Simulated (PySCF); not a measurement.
## Two-component Hartree-Fock for Cu (copper, neutral)

Start: [Ar] 3d9 4s1 4p1; 3d3/2 filled at m_j = -3/2, -1/2, +1/2, +3/2; 3d5/2 filled at m_j = -3/2, -1/2, +1/2, +3/2, +5/2; 4s1/2 filled at m_j = +1/2; 4p3/2 filled at m_j = +3/2. Calculated with PySCF 2.14 in x2c-TZVPall-2c with one added diffuse shell each of s, p, d type (7s8p5d1f, 63 functions): generalised Hartree-Fock with the X2C-1e Hamiltonian and a Gaussian nucleus; one run each with spin-orbit coupling (SO) switched off, then screened by Boettger's factors. This is a chosen level, not necessarily the ground level.

| spinor shell | electrons | ε, spin-free (eV) | ε, screened SO (eV) | weight of nominal j (screened SO) | rms radius, screened SO (bohr) |
| --- | --- | --- | --- | --- | --- |
| 1s1/2 | 2 | -9055.4 | -9055.2 | 1.000 | 0.0601 |
| 2s1/2 | 2 | -1142.1 | -1142.1 | 1.000 | 0.254 |
| 2p1/2 | 2 | -982.58 | -996.94 | 0.999 | 0.226 |
| 2p3/2 | 4 | -982.58 | -975.59 | 1.000 | 0.229 |
| 3s1/2 | 2 | -148.47 | -148.48 | 1.000 | 0.762 |
| 3p1/2 | 2 | -99.312 | -102.34 | 0.949 | 0.804 |
| 3d3/2 | 4 | -21.309 | -21.969 | 0.817 | 1.05 |
| 3d5/2 | 5 | -21.309 | -20.831 | 0.854 | 1.06 |
| 4s1/2 | 1 | -10.678 | -10.686 | 0.998 | 3.02 |
| 4p3/2 | 1 | -5.267 | -5.245 | 1.000 | 4.08 |

Problem. Where does 3p3/2 lie, and what is the 3p spin-orbit splitting (screened SO)?

Solution. At -97.851 eV, 4.489 eV above 3p1/2.

```tsv
quantity	spin-free	screened SO
E (hartree)	-1653.02608	-1653.07014
M_J	9/2	9/2
⟨J²⟩	24.768	24.768
⟨L²⟩	12.018	12.019
⟨S²⟩	3.751	3.752
```

Each row is a mean over spinors that exchange with the open shell spreads, by up to 7.524 eV (3p3/2).

Rows whose weight is well below 1 are mixtures of j = l ± 1/2: exchange outweighs spin-orbit coupling there, and the label is only the starting occupation.

Without spin-orbit coupling the j labels of p, d and f shells carry no meaning; the spin-free column gives the mean over the occupied spinors of each nl shell.
